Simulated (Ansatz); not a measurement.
CH3Cl2FMoOS, SMILES `C[O][Mo]([F])(=[S])([Cl])[Cl]`. Charge 0, multiplicity 1. Mo takes the def2 core potential. The geometry is a stationary point of PBE0-D4/def2-TZVP. It is one conformer, not always the lowest.

```xyz
10

C    -1.454    0.850   -0.402
O    -0.708    0.029    0.451
Mo    0.960   -0.723    0.402
F     0.228   -2.081   -0.636
S     1.260   -1.455    2.313
Cl    2.900   -1.255   -0.680
Cl    1.752    1.437    0.405
H    -0.931    1.806   -0.519
H    -1.573    0.376   -1.382
H    -2.434    1.016    0.047
```

**Question.** What is the dipole moment at PBE/def2-TZVPP? (An estimate is asked.)

**Answer.** Computed: 3.20 D, with components (-2.86, 1.43, -0.02) D in this frame, pointing from negative to positive charge.

**Question.** And with r2SCAN, B3LYP, ωB97M-V? (An estimate is asked.)

**Answer.** The calculation gave: r2SCAN 3.26 D, B3LYP 3.09 D, ωB97M-V 3.05 D.

**Question.** Give the Mulliken charges with PBE, B3LYP, r2SCAN in def2-TZVPP. (Best estimate.)

**Answer.** Ansatz gave: 
| atom | PBE | B3LYP | r2SCAN |
| --- | --- | --- | --- |
| C1 | -0.10 | -0.09 | 0.02 |
| O2 | -0.29 | -0.38 | -0.36 |
| Mo3 | 0.99 | 1.15 | 1.16 |
| F4 | -0.32 | -0.37 | -0.36 |
| S5 | -0.21 | -0.19 | -0.22 |
| Cl6 | -0.20 | -0.23 | -0.24 |
| Cl7 | -0.23 | -0.26 | -0.26 |
| H8 | 0.11 | 0.12 | 0.09 |
| H9 | 0.12 | 0.13 | 0.09 |
| H10 | 0.12 | 0.12 | 0.08 |

B3LYP here is the variant with VWN-RPA as its local correlation; programs differ in this.
